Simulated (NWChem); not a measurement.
# InH2Br; SMILES [InH2][Br]

Program: NWChem. Structure relaxed at the PBE0/def2-SVP level. Not confirmed as a minimum by frequencies. def2 effective core potentials on In; no spin-orbit coupling. Ions are spin-unrestricted doublets at the neutral geometry; other ion states weren't tried.

For level PBE/def2-SVP:

```
Property                               Value
-------------------------------------  -----
vertical ionisation energy, ΔSCF (eV)   9.71
−ε(HOMO) (eV)                           6.43
```

Problem. What are these values for level PBE0/def2-SVP?

Solution. The vertical ionisation energy, ΔSCF (eV) comes out as 10.01 and the −ε(HOMO) (eV) comes out as 7.69.
